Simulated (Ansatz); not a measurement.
Basis sets compared for `Sc1ccc(-c2ccc(-c3ccc(-c4ccc(S)cc4)cc3)cc2)cc1`. The state is a singlet with charge 0. Geometry PBE-D4/def2-SVP. Ansatz on 2 threads of AMD EPYC 7R13 on a shared host and a share (18 GiB) of an NVIDIA H100 80GB HBM3; times are rough, and most runs start from earlier orbitals.

```xyz
44

S     7.055   -0.172    6.676
C     5.760   -0.201    5.465
C     4.929   -1.319    5.243
C     3.926   -1.272    4.270
C     3.706   -0.118    3.486
C     2.639   -0.075    2.461
C     2.274   -1.229    1.731
C     1.265   -1.189    0.764
C     0.568    0.007    0.478
C    -0.503    0.048   -0.543
C    -1.623    0.899   -0.400
C    -2.636    0.934   -1.362
C    -2.582    0.123   -2.519
C    -3.656    0.159   -3.537
C    -5.002    0.396   -3.178
C    -6.022    0.429   -4.134
C    -5.727    0.225   -5.498
S    -6.956    0.246   -6.776
C    -4.388   -0.010   -5.874
C    -3.378   -0.044   -4.909
C    -1.460   -0.726   -2.663
C    -0.448   -0.763   -1.700
C     0.934    1.162    1.207
C     1.944    1.122    2.172
C     4.547    0.995    3.722
C     5.555    0.959    4.689
H     6.878   -1.448    7.116
H     5.061   -2.232    5.844
H     3.276   -2.150    4.137
H     2.805   -2.175    1.912
H     0.997   -2.113    0.229
H    -1.711    1.533    0.495
H    -3.484    1.622   -1.223
H    -5.264    0.530   -2.118
H    -7.060    0.603   -3.814
H    -8.014    0.519   -5.963
H    -4.133   -0.157   -6.935
H    -2.339   -0.205   -5.232
H    -1.390   -1.386   -3.541
H     0.417   -1.425   -1.856
H     0.426    2.116    1.000
H     2.188    2.038    2.732
H     4.427    1.903    3.113
H     6.200    1.839    4.837
```

Single mean-field runs in def2-SVP, def2-TZVP are fitted with def2-universal-jkfit.

Binding counts from free atoms (S triplet, C triplet, H doublet) in the same basis, without a counterpoise term.

```
           level  functions  energy (Eh)  HOMO (eV)  LUMO (eV)  binding per atom (eV)  wall time
 PBE-D4/def2-SVP        462   -1719.4401      -4.92      -2.21                   5.46      9.5 s
PBE0-D4/def2-SVP        462   -1719.5851      -5.80      -1.55                   5.35       12 s
```

(1) Estimate the rows for PBE-D4/def2-TZVP, PBE0-D4/def2-TZVP.

Results:

(1) 
```
            level  functions  energy (Eh)  HOMO (eV)  LUMO (eV)  binding per atom (eV)  wall time
 PBE-D4/def2-TZVP        926   -1720.6783      -5.01      -2.33                   5.38       12 s
PBE0-D4/def2-TZVP        926   -1720.8115      -5.84      -1.63                   5.27       13 s
```
